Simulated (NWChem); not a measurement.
System: H$_{2}$BO$_{3}$, doublet; SMILES [O]B(O)O

Here is an NWChem input.

```
start job
memory heap 200 mb stack 900 mb global 1100 mb
geometry units angstroms
  O      0.128138     0.000002    -1.386875
  B      0.002711    -0.000008    -0.029393
  O     -0.145319    -1.232014     0.578300
  O      0.036891     1.232010     0.595124
  H      0.251533    -1.260826     1.467227
  H     -0.516209     1.260867     1.396224
end
basis spherical
  * library 6-31g*
end
dft
  odft
  mult 2
  xc b3lyp
  iterations 150
end
driver
  maxiter 120
end
task dft optimize
task dft freq
```

Excerpt of the output:

```
             Northwest Computational Chemistry Package (NWChem) 7.3.0
             --------------------------------------------------------

 C2  symmetry detected

                             Geometry "geometry" -> ""
                             -------------------------

 Output coordinates in angstroms (scale by  1.889725989 to convert to a.u.)

  No.       Tag          Charge          X              Y              Z
 ---- ---------------- ---------- -------------- -------------- --------------
    1 O                    8.0000     0.00000000     0.00000000    -1.42546571
    2 B                    5.0000     0.00000000     0.00000000    -0.06220150
    3 O                    8.0000     1.23507764    -0.02841973     0.55652771
    4 O                    8.0000    -1.23507764     0.02841973     0.55652771
    5 H                    1.0000     1.23950067     0.44943219     1.40514492
    6 H                    1.0000    -1.23950067    -0.44943219     1.40514492

 Effective nuclear repulsion energy (a.u.)     106.3592881246

      Symmetry information
      --------------------

 Group name             C2
 Group number              4
 Group order               2
 No. of unique centers     4

                                Z-matrix (autoz)
                                --------

 Units are Angstrom for bonds and degrees for angles

      Type          Name      I     J     K     L     M      Value
      ----------- --------  ----- ----- ----- ----- ----- ----------
    1 Stretch                  1     2                       1.36326
    2 Stretch                  2     3                       1.38168
    3 Stretch                  2     4                       1.38168
    4 Stretch                  3     5                       0.97392
    5 Stretch                  4     6                       0.97392
    6 Bend                     1     2     3               116.60314
    7 Bend                     1     2     4               116.60314
    8 Bend                     2     3     5               112.59178
    9 Bend                     2     4     6               112.59178
   10 Bend                     3     2     4               126.79372
   11 Torsion                  1     2     3     5         147.89981
   12 Torsion                  1     2     4     6         147.89981
   13 Torsion                  3     2     4     6         -32.10019
   14 Torsion                  4     2     3     5         -32.10019

[...]

      ----------------------
      Optimization converged
      ----------------------

  Step       Energy      Delta E   Gmax     Grms     Xrms     Xmax
  ---- ---------------- -------- -------- -------- -------- --------
@    7    -251.77666338 -4.6D-08  0.00001  0.00001  0.00031  0.00072
                                     ok       ok       ok       ok

                                Z-matrix (autoz)
                                --------

 Units are Angstrom for bonds and degrees for angles

      Type          Name      I     J     K     L     M      Value     Gradient
      ----------- --------  ----- ----- ----- ----- ----- ---------- ----------
    1 Stretch                  1     2                       1.37668   -0.00001
    2 Stretch                  2     3                       1.37161    0.00001
    3 Stretch                  2     4                       1.37161    0.00001
    4 Stretch                  3     5                       0.96673   -0.00001
    5 Stretch                  4     6                       0.96673   -0.00001
    6 Bend                     1     2     3               116.22527    0.00000
    7 Bend                     1     2     4               116.22527    0.00000
    8 Bend                     2     3     5               113.92561    0.00001
    9 Bend                     2     4     6               113.92561    0.00001
   10 Bend                     3     2     4               127.54946   -0.00001
   11 Torsion                  1     2     3     5         163.21453   -0.00000
   12 Torsion                  1     2     4     6         163.21453   -0.00000
   13 Torsion                  3     2     4     6         -16.78547   -0.00000
   14 Torsion                  4     2     3     5         -16.78547   -0.00000

[...]

 Rotational Constants
 --------------------
 A=   0.359008 cm-1  (  0.516521 K)
 B=   0.327305 cm-1  (  0.470909 K)
 C=   0.171644 cm-1  (  0.246951 K)

 Temperature                      =   298.15K
 frequency scaling parameter      =   1.0000

 Zero-Point correction to Energy  =   21.928 kcal/mol  (  0.034944 au)
 Thermal correction to Energy     =   24.793 kcal/mol  (  0.039510 au)
 Thermal correction to Enthalpy   =   25.385 kcal/mol  (  0.040453 au)

 Total Entropy                    =   66.243 cal/mol-K
   - Translational                =   38.228 cal/mol-K (mol. weight =  61.0097)
   - Rotational                   =   22.508 cal/mol-K (symmetry #  =        2)
   - Vibrational                  =    5.506 cal/mol-K

 Cv (constant volume heat capacity) =   14.672 cal/mol-K
   - Translational                  =    2.979 cal/mol-K
   - Rotational                     =    2.979 cal/mol-K
   - Vibrational                    =    8.713 cal/mol-K

[normal modes left out]

 ----------------------------------------------------------------------------
 Normal Eigenvalue ||           Projected Infra Red Intensities
  Mode   [cm**-1]  || [atomic units] [(debye/angs)**2] [(KM/mol)] [arbitrary]
 ------ ---------- || -------------- ----------------- ---------- -----------
    1       -0.000 ||    0.002080           0.048         2.028       0.273
    2        0.000 ||    0.001676           0.039         1.634       0.220
    3        0.000 ||    0.003595           0.083         3.504       0.473
    4        0.000 ||    0.010332           0.238        10.072       1.359
    5        0.000 ||    0.001023           0.024         0.997       0.135
    6        0.000 ||    0.002261           0.052         2.204       0.297
    7      250.774 ||    0.020303           0.468        19.792       2.670
    8      335.670 ||    0.139565           3.220       136.055      18.351
    9      421.726 ||    0.092492           2.134        90.166      12.162
   10      429.737 ||    0.013255           0.306        12.921       1.743
   11      624.209 ||    0.067858           1.566        66.151       8.922
   12      874.086 ||    0.000305           0.007         0.298       0.040
   13      946.722 ||    0.246643           5.690       240.440      32.431
   14      999.831 ||    0.070009           1.615        68.249       9.205
   15     1410.295 ||    0.423451           9.769       412.801      55.679
   16     1457.773 ||    0.162985           3.760       158.886      21.431
   17     3795.335 ||    0.023278           0.537        22.693       3.061
   18     3799.872 ||    0.087832           2.026        85.623      11.549
 ----------------------------------------------------------------------------
```

Level: B3LYP/6-31G* (spherical d), spin-unrestricted. No stability test was run on the SCF state.
